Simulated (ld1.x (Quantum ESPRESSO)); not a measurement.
Transferability test, RRKJ potential for Br

```
Element                 : Br (Z = 35)
Generator               : ld1.x (Quantum ESPRESSO) 7.5
Type                    : norm-conserving RRKJ (Kleinman–Bylander form)
Functional              : PW91
Relativity              : fully relativistic
Frozen core             : [Ar]
Valence charge          : 17
Reference configuration : 3d10 4s2 4p5
Partial waves           : 4s (bound): rc 1.25 bohr; 4p (bound): rc 1.35 bohr; 3d (bound): rc 0.50 bohr; 4f channel at 0.25 Ry: rc 1.20 bohr
Local potential         : all-electron potential smoothed inside 1.05 bohr (lloc = -1)
Core correction         : Bessel-smoothed model core inside 0.40 bohr
```

Open shells are filled in proportion to 2j + 1 (rel_dist='average').

Energies are relative to the spin-unpolarised reference configuration 3d10 4s2 4p5; without spin polarisation the order of configurations can differ from experiment.

Q: Give the all-electron excitation energy and the error of the potential for: 3d10 4s2 4p4; 3d10 4s2 4p3; 3d10 4s2 4p2; 3d10 4s2 4p5.3; 3d10 4s2 4p1; 3d9 4s2 4p6; 3d10 4s2 4p4.5.

A:

```
valence configuration  charge  ΔE all-electron (eV)  error AE − PS (meV)
         3d10 4s2 4p4      +1                12.617                 +4.7
         3d10 4s2 4p3      +2                35.455                  +22
         3d10 4s2 4p2      +3                69.536                  +52
       3d10 4s2 4p5.3    -0.3                -1.980                 +0.2
         3d10 4s2 4p1      +4               115.688                  +73
          3d9 4s2 4p6       0                64.352                 -833
       3d10 4s2 4p4.5    +0.5                 5.104                 +1.0
```

Levels in the configuration 3d10 4s2 4p4:

```json
{"level": "3d j=3/2", "all-electron (eV)": "-78.653", "pseudo (eV)": "-78.529"}
{"level": "3d j=5/2", "all-electron (eV)": "-77.566", "pseudo (eV)": "-77.442"}
{"level": "4s j=1/2", "all-electron (eV)": "-30.472", "pseudo (eV)": "-30.455"}
{"level": "4p j=1/2", "all-electron (eV)": "-17.919", "pseudo (eV)": "-17.908"}
{"level": "4p j=3/2", "all-electron (eV)": "-17.346", "pseudo (eV)": "-17.336"}
```

A Bessel basis up to 400 Ry misses an occupied level by 0.16 Ry, so cutoffs were not judged. Note: ghost state, extra bound levels that the all-electron valence spectrum of the same l lacks: s at -84.4 eV (other channels not judged).
